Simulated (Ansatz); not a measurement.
Ansatz (a quantum-chemistry and plane-wave program) input (HF/STO-3G):

Ansatz 0.2 input:
```yaml
crystal:
  periodic: [false, false, false]
  atoms:
    - {symbol: C, position_ang: [-0.70739095, 1.40696469, -0.75268804]}
    - {symbol: Si, position_ang: [1.05556192, 1.43158572, -0.49864700]}
    - {symbol: C, position_ang: [1.76747712, -0.32945434, -0.28639303]}
    - {symbol: Si, position_ang: [0.71023101, -1.37926594, 0.83735708]}
    - {symbol: C, position_ang: [-1.03533119, -1.48594922, 0.18595908]}
    - {symbol: Si, position_ang: [-1.83150066, 0.24032585, -0.01209568]}
    - {symbol: H, position_ang: [-1.15015388, 2.30109546, -1.19075523]}
    - {symbol: H, position_ang: [1.81776143, 2.08496070, -1.62650309]}
    - {symbol: H, position_ang: [1.65525996, 2.15203299, 0.69882349]}
    - {symbol: H, position_ang: [1.79696846, -0.80931939, -1.27019447]}
    - {symbol: H, position_ang: [2.79380735, -0.27697961, 0.09038840]}
    - {symbol: H, position_ang: [1.30415977, -2.75111507, 1.00276753]}
    - {symbol: H, position_ang: [0.70627258, -0.80652486, 2.21615351]}
    - {symbol: H, position_ang: [-1.65164609, -2.11126279, 0.83957246]}
    - {symbol: H, position_ang: [-1.00131418, -1.96394689, -0.79860506]}
    - {symbol: H, position_ang: [-2.39170326, 0.48217487, 1.38085073]}
    - {symbol: H, position_ang: [-3.10803381, 0.05247888, -0.79636791]}
basis:
  gaussian:
    orbitals: STO-3G
hamiltonian:
  xc: {name: HF}
total_charge: -1
relax: {f_tol: 0.003, max_steps: 120}
```

Output:

```
WARN ansatz: RAYON_NUM_THREADS=4 ignored (pool sized by the plan → 4); use --threads N
Functional definition: HF
integrals: 0.01 GiB planned
739 factors; integrals over basis functions are off by at most 7.6e-6 eV
mean field: 0.16 GiB planned
mean field evaluation 1: about -26536.3819 eV, gradient 2.4e1 eV
mean field evaluation 2: about -26536.5339 eV, gradient 2.4e1 eV
mean field evaluation 4: about -26538.7750 eV, gradient 2.2e0 eV
mean field evaluation 8: about -26538.7964 eV, gradient 1.7e-2 eV
mean field -26538.79642675 eV, -975.2827800406 hartree, gradient 3.3e-5 eV, S^2 0.000000; 0 other end points of the search recorded, 0 dependent functions left out
the calculation of the forces begins
reference -26538.79642675 eV, -975.2827800406 hartree; 36, 36 occupied and 17, 17 virtual orbitals, 739 factors
relax step   1: F+E_penalty+E_count = -26538.79642675 eV  Δ(F+E_penalty+E_count) = +0.000e0 eV  max|allowed force component| = 1.641e0 eV/Å  Δτ_max = 0.0000 Å  (29 SCF iters, accepted)
these checks for a lower state are left out or cut short: starts, cluster_reference, orbital_swaps, neighbouring_geometries, increment
integrals: 0.01 GiB planned
739 factors; integrals over basis functions are off by at most 7.9e-6 eV
mean field: 0.16 GiB planned
mean field evaluation 16: about -26539.2520 eV, gradient 1.3e-4 eV
mean field -26539.25199989 eV, -975.2995220448 hartree, gradient 8.4e-6 eV, S^2 0.000000; 0 other end points of the search recorded, 0 dependent functions left out
the calculation of the forces begins
reference -26539.25199989 eV, -975.2995220448 hartree; 36, 36 occupied and 17, 17 virtual orbitals, 739 factors
relax step   2: F+E_penalty+E_count = -26539.25199989 eV  Δ(F+E_penalty+E_count) = -4.556e-1 eV  max|allowed force component| = 2.334e-1 eV/Å  Δτ_max = 0.1063 Å  (24 SCF iters, accepted)
these checks for a lower state are left out or cut short: starts, cluster_reference, orbital_swaps, neighbouring_geometries, increment
integrals: 0.01 GiB planned
739 factors; integrals over basis functions are off by at most 7.8e-6 eV
mean field: 0.16 GiB planned
mean field -26539.26275532 eV, -975.2999172997 hartree, gradient 2.6e-5 eV, S^2 0.000000; 0 other end points of the search recorded, 0 dependent functions left out
the calculation of the forces begins
reference -26539.26275532 eV, -975.2999172997 hartree; 36, 36 occupied and 17, 17 virtual orbitals, 739 factors
relax step   3: F+E_penalty+E_count = -26539.26275532 eV  Δ(F+E_penalty+E_count) = -1.076e-2 eV  max|allowed force component| = 1.922e-1 eV/Å  Δτ_max = 0.0328 Å  (24 SCF iters, accepted)
these checks for a lower state are left out or cut short: starts, cluster_reference, orbital_swaps, neighbouring_geometries, increment
integrals: 0.01 GiB planned
739 factors; integrals over basis functions are off by at most 7.7e-6 eV
mean field: 0.16 GiB planned
mean field evaluation 32: about -26539.2664 eV, gradient 9.6e-5 eV
mean field -26539.26644251 eV, -975.3000528015 hartree, gradient 2.6e-5 eV, S^2 0.000000; 0 other end points of the search recorded, 0 dependent functions left out
the calculation of the forces begins
reference -26539.26644251 eV, -975.3000528015 hartree; 36, 36 occupied and 17, 17 virtual orbitals, 739 factors
relax step   4: F+E_penalty+E_count = -26539.26644251 eV  Δ(F+E_penalty+E_count) = -3.687e-3 eV  max|allowed force component| = 3.572e-2 eV/Å  Δτ_max = 0.0330 Å  (23 SCF iters, accepted)
these checks for a lower state are left out or cut short: starts, cluster_reference, orbital_swaps, neighbouring_geometries, increment
integrals: 0.01 GiB planned
739 factors; integrals over basis functions are off by at most 7.8e-6 eV
mean field: 0.16 GiB planned
mean field -26539.26897180 eV, -975.3001457511 hartree, gradient 2.6e-5 eV, S^2 0.000000; 0 other end points of the search recorded, 0 dependent functions left out
the calculation of the forces begins
reference -26539.26897180 eV, -975.3001457511 hartree; 36, 36 occupied and 17, 17 virtual orbitals, 739 factors
relax step   5: F+E_penalty+E_count = -26539.26897180 eV  Δ(F+E_penalty+E_count) = -2.529e-3 eV  max|allowed force component| = 7.489e-2 eV/Å  Δτ_max = 0.0460 Å  (23 SCF iters, accepted)
these checks for a lower state are left out or cut short: starts, cluster_reference, orbital_swaps, neighbouring_geometries, increment
integrals: 0.01 GiB planned
739 factors; integrals over basis functions are off by at most 8.0e-6 eV
mean field: 0.16 GiB planned
mean field -26539.27055439 eV, -975.3002039102 hartree, gradient 4.4e-6 eV, S^2 0.000000; 0 other end points of the search recorded, 0 dependent functions left out
the calculation of the forces begins
reference -26539.27055439 eV, -975.3002039102 hartree; 36, 36 occupied and 17, 17 virtual orbitals, 739 factors
relax step   6: F+E_penalty+E_count = -26539.27055439 eV  Δ(F+E_penalty+E_count) = -1.583e-3 eV  max|allowed force component| = 5.674e-2 eV/Å  Δτ_max = 0.0630 Å  (24 SCF iters, accepted)
these checks for a lower state are left out or cut short: starts, cluster_reference, orbital_swaps, neighbouring_geometries, increment
integrals: 0.01 GiB planned
739 factors; integrals over basis functions are off by at most 1.4e-5 eV
mean field: 0.16 GiB planned
mean field -26538.75528925 eV, -975.2812682654 hartree, gradient 5.8e-6 eV, S^2 0.000000; 0 other end points of the search recorded, 0 dependent functions left out
the calculation of the forces begins
reference -26538.75528925 eV, -975.2812682654 hartree; 36, 36 occupied and 17, 17 virtual orbitals, 739 factors
relax step   7: F+E_penalty+E_count = -26538.75528925 eV  Δ(F+E_penalty+E_count) = +5.153e-1 eV  max|allowed force component| = 1.568e0 eV/Å  Δτ_max = 0.2000 Å  (29 SCF iters, rejected (line search))
these checks for a lower state are left out or cut short: starts, cluster_reference, orbital_swaps, neighbouring_geometries, increment
integrals: 0.01 GiB planned
739 factors; integrals over basis functions are off by at most 8.0e-6 eV
mean field: 0.16 GiB planned
mean field evaluation 64: about -26539.2708 eV, gradient 8.1e-5 eV
mean field -26539.27079949 eV, -975.3002129173 hartree, gradient 2.7e-5 eV, S^2 0.000000; 0 other end points of the search recorded, 0 dependent functions left out
the calculation of the forces begins
reference -26539.27079949 eV, -975.3002129173 hartree; 36, 36 occupied and 17, 17 virtual orbitals, 739 factors
relax step   8: F+E_penalty+E_count = -26539.27079949 eV  Δ(F+E_penalty+E_count) = -2.451e-4 eV  max|allowed force component| = 1.876e-2 eV/Å  Δτ_max = 0.0149 Å  (23 SCF iters, accepted)
these checks for a lower state are left out or cut short: starts, cluster_reference, orbital_swaps, neighbouring_geometries, increment
integrals: 0.01 GiB planned
739 factors; integrals over basis functions are off by at most 8.0e-6 eV
mean field: 0.16 GiB planned
mean field -26539.27086847 eV, -975.3002154526 hartree, gradient 2.6e-5 eV, S^2 0.000000; 0 other end points of the search recorded, 0 dependent functions left out
the calculation of the forces begins
reference -26539.27086847 eV, -975.3002154526 hartree; 36, 36 occupied and 17, 17 virtual orbitals, 739 factors
relax step   9: F+E_penalty+E_count = -26539.27086847 eV  Δ(F+E_penalty+E_count) = -6.899e-5 eV  max|allowed force component| = 6.885e-3 eV/Å  Δτ_max = 0.0048 Å  (25 SCF iters, accepted)
these checks for a lower state are left out or cut short: starts, cluster_reference, orbital_swaps, neighbouring_geometries, increment
integrals: 0.01 GiB planned
739 factors; integrals over basis functions are off by at most 8.0e-6 eV
mean field: 0.16 GiB planned
mean field -26539.27088357 eV, -975.3002160072 hartree, gradient 2.6e-5 eV, S^2 0.000000; 0 other end points of the search recorded, 0 dependent functions left out
the calculation of the forces begins
reference -26539.27088357 eV, -975.3002160072 hartree; 36, 36 occupied and 17, 17 virtual orbitals, 739 factors
relax step  10: F+E_penalty+E_count = -26539.27088357 eV  Δ(F+E_penalty+E_count) = -1.509e-5 eV  max|allowed force component| = 5.904e-3 eV/Å  Δτ_max = 0.0030 Å  (25 SCF iters, accepted)
these checks for a lower state are left out or cut short: starts, cluster_reference, orbital_swaps, neighbouring_geometries, increment
integrals: 0.01 GiB planned
739 factors; integrals over basis functions are off by at most 8.1e-6 eV
mean field: 0.16 GiB planned
mean field -26539.27088670 eV, -975.3002161224 hartree, gradient 2.6e-5 eV, S^2 0.000000; 0 other end points of the search recorded, 0 dependent functions left out
the calculation of the forces begins
reference -26539.27088670 eV, -975.3002161224 hartree; 36, 36 occupied and 17, 17 virtual orbitals, 739 factors
relax step  11: F+E_penalty+E_count = -26539.27088670 eV  Δ(F+E_penalty+E_count) = -3.133e-6 eV  max|allowed force component| = 1.583e-2 eV/Å  Δτ_max = 0.0034 Å  (25 SCF iters, accepted)
these checks for a lower state are left out or cut short: starts, cluster_reference, orbital_swaps, neighbouring_geometries, increment
integrals: 0.01 GiB planned
739 factors; integrals over basis functions are off by at most 8.0e-6 eV
mean field: 0.16 GiB planned
mean field evaluation 96: about -26539.2709 eV, gradient 8.1e-5 eV
mean field -26539.27089326 eV, -975.3002163634 hartree, gradient 2.6e-5 eV, S^2 0.000000; 0 other end points of the search recorded, 0 dependent functions left out
the calculation of the forces begins
reference -26539.27089326 eV, -975.3002163634 hartree; 36, 36 occupied and 17, 17 virtual orbitals, 739 factors
relax step  12: F+E_penalty+E_count = -26539.27089326 eV  Δ(F+E_penalty+E_count) = -6.560e-6 eV  max|allowed force component| = 1.886e-3 eV/Å  Δτ_max = 0.0006 Å  (25 SCF iters, accepted)
integrals: 0.01 GiB planned
739 factors; integrals over basis functions are off by at most 8.0e-6 eV
mean field: 0.16 GiB planned
mean field -26539.27089326 eV, -975.3002163634 hartree, gradient 2.6e-5 eV, S^2 0.000000; 1 other end points of the search recorded, 0 dependent functions left out
the calculation of the forces begins
reference -26539.27089326 eV, -975.3002163634 hartree; 36, 36 occupied and 17, 17 virtual orbitals, 739 factors
Total energy: -26539.27089326 eV, -975.3002163634 hartree
Atom 0 at    -0.703580     1.347034    -0.876807 Å, force    -0.000082     0.000055    -0.000353 eV/Å
Atom 1 at     1.015420     1.426556    -0.494426 Å, force     0.000799    -0.001886     0.000422 eV/Å
Atom 2 at     1.761669    -0.293920    -0.261471 Å, force     0.000494     0.000202    -0.000428 eV/Å
Atom 3 at     0.712853    -1.398884     0.804879 Å, force    -0.000342     0.000758    -0.000174 eV/Å
Atom 4 at    -1.048905    -1.453619     0.212190 Å, force    -0.000590    -0.000245    -0.000245 eV/Å
Atom 5 at    -1.800015     0.264852    -0.019946 Å, force     0.000882    -0.001851     0.000408 eV/Å
Atom 6 at    -1.138468     2.226217    -1.304747 Å, force    -0.000861     0.001861    -0.000550 eV/Å
Atom 7 at     1.821876     2.072427    -1.492716 Å, force    -0.000037    -0.000057    -0.000480 eV/Å
Atom 8 at     1.472312     2.102880     0.700384 Å, force    -0.000242     0.000393     0.000579 eV/Å
Atom 9 at     1.871417    -0.766461    -1.229047 Å, force    -0.000408     0.000084     0.000398 eV/Å
Atom 10 at     2.759566    -0.232438     0.154639 Å, force    -0.000216    -0.000087     0.000030 eV/Å
Atom 11 at     1.265410    -2.718725     0.852144 Å, force     0.000053    -0.000207    -0.000193 eV/Å
Atom 12 at     0.750899    -0.939345     2.155760 Å, force     0.000027     0.000057     0.000298 eV/Å
Atom 13 at    -1.641353    -2.048346     0.896317 Å, force     0.000212     0.000090    -0.000042 eV/Å
Atom 14 at    -1.069022    -1.979745    -0.733501 Å, force     0.000327     0.000387     0.000274 eV/Å
Atom 15 at    -2.235117     0.573121     1.325190 Å, force     0.000054     0.000515     0.000529 eV/Å
Atom 16 at    -3.064535     0.056196    -0.669218 Å, force    -0.000071    -0.000072    -0.000474 eV/Å
Dipole moment:     0.352412    -0.719387     0.329787 e Å
```

The dipole moment of an ion depends on the origin.
